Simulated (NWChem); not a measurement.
# C₂H₆NO cation; SMILES C(C)([NH3+])=O

All runs: NWChem. Coordinates come from a PBE0/def2-SVP optimisation. Level: PBE/def2-SVP with SMD (1 M gas to 1 M solution), gas-phase geometry. Reactions with the solvent are ignored.

```json
[
 {"solvent": "water", "dielectric constant": "78.4", "solvation free energy (kcal/mol)": "-72.7", "cavity-dispersion-structure term (kcal/mol)": "4.8"},
 {"solvent": "ethylene glycol", "dielectric constant": "40.2", "solvation free energy (kcal/mol)": "-71.5", "cavity-dispersion-structure term (kcal/mol)": "4.9"},
 {"solvent": "cyclohexane", "dielectric constant": "2.02", "solvation free energy (kcal/mol)": "-39.0", "cavity-dispersion-structure term (kcal/mol)": "-0.5"},
 {"solvent": "dichloromethane", "dielectric constant": "8.93", "solvation free energy (kcal/mol)": "-68.9", "cavity-dispersion-structure term (kcal/mol)": "0.0"},
 {"solvent": "cyclohexanone", "dielectric constant": "15.6", "solvation free energy (kcal/mol)": "-72.7", "cavity-dispersion-structure term (kcal/mol)": "-0.2"},
 {"solvent": "toluene", "dielectric constant": "2.37", "solvation free energy (kcal/mol)": "-45.1", "cavity-dispersion-structure term (kcal/mol)": "-0.9"}
]
```
